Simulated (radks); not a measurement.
Spherical quantum dot in the effective-mass picture: electrons in a well V = -V0 / (1 + exp((r - R)/a)) with V0 = 5.27, R = 6.18, a = 0.37, with a point charge +1 (a donor) at the centre, all in effective atomic units (hartree* = m*/eps^2 hartree, bohr* = eps/m* bohr), one dielectric constant everywhere. Calculated with a radial shooting solver with Libxc functionals: non-relativistic Kohn-Sham, LDA (Slater exchange, Perdew-Wang correlation), spin-polarised, spherical densities. Levels are named by radial order and angular momentum (1s, 1p, 1d, 2s, ...), and open shells are averaged over m. Results are scaled to m* = 0.102 and eps = 16.8, for which hartree* = 9.834 meV and bohr* = 8.716 nm.

N = 14, configuration 1s2 1p6 1d(up 5, down 0) 2s(up 1, down 0). This is the lowest configuration that the search found. Occupied and some empty levels:

level,occupation,eigenvalue (meV),<r> (nm)
1s up,1,-24.237,31.15
1s down,1,-23.692,32.46
1p up,3,-23.294,36.18
1p down,3,-22.812,36.16
1d up,5,-22.019,37.73
2s up,1,-21.721,19.46
1d down,0,-21.534,37.73
2s down,0,-20.664,19.91
1f up,0,-20.318,38.96
1f down,0,-19.831,39.00
1g up,0,-18.227,40.03
1g down,0,-17.744,40.09
2p up,0,-17.418,27.70
2p down,0,-16.951,28.18

Energy (meV): total -523.645, kinetic 42.944, external -748.38, Hartree 216.06, exchange-correlation -34.264.

Electron density:

r (nm),n(r) (e/nm^3)
3.27,0.0002349
6.92,0.0001049
10.6,0.00005020
14.2,0.00002798
17.9,0.00002061
21.5,0.00002095
25.1,0.00002579
28.8,0.00003283
32.4,0.00003916
36.1,0.00004100
39.7,0.00003539
43.4,0.00002334
47.0,0.00001067
50.6,3.052e-06
54.3,5.244e-07
57.9,6.011e-08
61.6,5.589e-09
65.2,4.869e-10
68.9,4.214e-11
72.5,3.735e-12
